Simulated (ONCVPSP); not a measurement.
# Transferability test, ONCV potential for carbon (C)

* Element: carbon (C)
* Generator: ONCVPSP 4.0.1
* Type: optimised norm-conserving Vanderbilt (ONCV)
* Functional: PBE
* Relativity: scalar-relativistic
* Frozen core: [He]
* Valence charge: 4
* Reference configuration: 2s2 2p2
* Partial waves: 2s: rc 1.20 bohr, ncon 3, nbas 7, qcut 6.8 1/bohr, 2 projectors, debl 2.6 Ha; 2p: rc 2.30 bohr, ncon 4, nbas 8, qcut 6.3 1/bohr, 2 projectors, debl 2.2 Ha; d scattering state at 0.07 Ha: rc 2.20 bohr, ncon 4, nbas 7, qcut 3.6 1/bohr, 2 projectors, debl 3.3 Ha
* Local potential: polynomial inside 1.05 bohr (lpopt 1, dvloc0 2 Ha)
* Core correction: Teter function, fcfact 4, rcfact 1.75

Energies are relative to the spin-unpolarised reference configuration 2s2 2p2; without spin polarisation the order of configurations can differ from experiment.

| valence configuration | charge | ΔE all-electron (eV) | error AE − PS (meV) |
| --- | --- | --- | --- |
| 2s2 2p1 | +1 | 10.861 | +50 |
| 2s1 2p0 | +3 | 83.211 | +822 |
| 2s1 2p2 | +1 | 19.615 | -36 |

(1) What are ΔE and the potential's error for 2s2 2p0?

Levels in the configuration 2s2 2p0:

| level | all-electron (eV) | pseudo (eV) |
| --- | --- | --- |
| 2s | -40.379 | -40.034 |

Results:

(1) ΔE = 35.017 eV all-electron; the error (AE − PS) is +422 meV.
